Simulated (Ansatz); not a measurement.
Basis sets compared for ZnSn₁₂⁺. Total charge 1; doublet. Geometry PBE-D4/def2-SVP. Ansatz on 2 threads of AMD EPYC 7R13 on a shared host and a share (18 GiB) of an NVIDIA H100 80GB HBM3; times are rough, and most runs start from earlier orbitals.

```xyz
13

Zn   -0.465    1.566    1.595
Sn    1.039    1.318   -0.874
Sn    3.382    0.321    0.856
Sn    1.585    0.961    3.471
Sn   -2.862   -0.919   -1.420
Sn    1.898    3.140    1.414
Sn   -2.046    1.902   -0.651
Sn   -1.098   -3.099    0.229
Sn    1.685   -1.656   -1.503
Sn   -2.381   -0.425    1.539
Sn   -0.866   -2.558   -2.842
Sn   -0.569    0.535   -3.205
Sn    0.699   -1.086    1.392
```

In the def2 sets Sn takes a core potential; there is no spin–orbit coupling. Single mean-field runs in def2-TZVP are fitted with def2-universal-jkfit. Another isomer (doublet) lies 0.25 eV lower at PBE0-D4/def2-TZVP; other spin states weren't run for this one.

```json
{"level": "PBE-D4/def2-SVP", "functions": "343", "energy (Eh)": "-4350.9019", "HOMO (eV)": "-7.41", "LUMO (eV)": "-7.18", "wall time": "4.6 s"}
{"level": "PBE0-D4/def2-SVP", "functions": "343", "energy (Eh)": "-4350.9718", "HOMO (eV)": "-8.08", "LUMO (eV)": "-6.81", "wall time": "9 s"}
```

(1) Estimate the rows for PBE-D4/def2-TZVP (with forces), PBE0-D4/def2-TZVP.

Results:

(1) 
| level | functions | energy (Eh) | HOMO (eV) | LUMO (eV) | wall time |
| --- | --- | --- | --- | --- | --- |
| PBE-D4/def2-TZVP (with forces) | 648 | -4351.2370 | -7.33 | -7.09 | 8.5 s |
| PBE0-D4/def2-TZVP | 648 | -4351.2944 | -7.98 | -6.70 | 12 s |
